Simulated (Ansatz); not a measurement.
Job for Ansatz (an electronic-structure program): R-wB97M-V/def2-TZVPP on C3H8O (SMILES CCCO), a point of a torsion scan.

Ansatz 0.2 input:
```yaml
crystal:
  periodic: [false, false, false]
  atoms:
    - {symbol: C, position_ang: [-1.18828229, 0.77631127, 0.13921302]}
    - {symbol: C, position_ang: [-0.43438197, -0.47745514, -0.29150189]}
    - {symbol: C, position_ang: [0.96995248, -0.56311739, 0.32700189]}
    - {symbol: O, position_ang: [1.02689405, -1.41620327, 1.44700041]}
    - {symbol: H, position_ang: [-2.18453288, 0.78911739, -0.29663078]}
    - {symbol: H, position_ang: [-0.65904957, 1.66789521, -0.18958472]}
    - {symbol: H, position_ang: [-1.29224644, 0.81917664, 1.22237731]}
    - {symbol: H, position_ang: [-0.99070596, -1.37195746, -0.00501871]}
    - {symbol: H, position_ang: [-0.34787178, -0.47794408, -1.37918818]}
    - {symbol: H, position_ang: [1.67279751, -1.00127068, -0.38542873]}
    - {symbol: H, position_ang: [1.32929649, 0.44196968, 0.58882046]}
    - {symbol: H, position_ang: [0.40810827, -1.09276321, 2.11138565]}
basis:
  gaussian:
    orbitals: def2-TZVPP
hamiltonian:
  xc: {name: wB97M-V}
scf: {lower_state_search: off}
```

The head of its log:

```
WARN ansatz: RAYON_NUM_THREADS=1 ignored (pool sized by the plan → 1); use --threads N
Functional definition: wB97M-V
these checks for a lower state are left out or cut short: stability, starts, cluster_reference, orbital_swaps, neighbouring_geometries, increment
integrals: 0.17 GiB planned
1163 factors; their error is unknown
integrals: 0.21 GiB planned
312 factors; integrals over basis functions are off by at most 9.8e-6 eV
mean field: 1.58 GiB planned
mean field evaluation 1: about -5282.4890 eV, gradient 5.2e1 eV
mean field evaluation 2: about -5284.2868 eV, gradient 4.5e1 eV
```

Problem. Predict the final total energy.

Solution. -194.3286 hartree.
